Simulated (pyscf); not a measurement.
Optimised with ωB97X-D3(BJ)/def2-SVP in PySCF. MP2 and CC: frozen core, UHF for open shells. ΔMP2 is the change of the MP2 total energy from the triple- to the quadruple-zeta basis.

SMILES: O[SiH2][GaH][F]
```xyz
8

O     -0.4451    -1.6913    -1.9972
Si     0.0792    -0.6824    -0.7641
Ga    -1.3847     1.1961    -0.8414
F     -1.0236     2.4272     0.3753
H      0.0362    -2.5146    -2.1302
H      0.0141    -1.3582     0.5697
H      1.5023    -0.2625    -0.9610
H     -2.6064     1.5934    -1.7327
```
Charge 0, spin multiplicity 1.

### Question
How much does it cost (ΔH, 298 K, CCSD(T)/def2-TZVPP + ΔMP2(QZVPP)) to split HO–SiH₂–GaH–F at its Ga–Si bond into HO–SiH₂• + [F–GaH]•?

### Answer
Ga–Si to HO–SiH₂• + [F–GaH]•: 68.8 kcal/mol. The radicals are drawn with the spin at the cut bond; how far it spreads was not checked. HO–SiH₂–GaH–F lies 16.8 kcal/mol over its isomer F–GaH–O–SiH₃ (electronic energy, ωB97M-D3(BJ)/def2-TZVP). Other isomers of HO–SiH₂• were not searched in full and may lie lower. The CCSD(T) − MP2 part came from Ansatz, without density fitting, on the same reference. The frozen core leaves the outer d or s,p core shells of the metals and heavy elements correlated in the MP2 and CC values, and def2-TZVPP describes them poorly, which can shift differences by a few kcal/mol. Elements up to Kr have no core potential and no relativistic terms here.
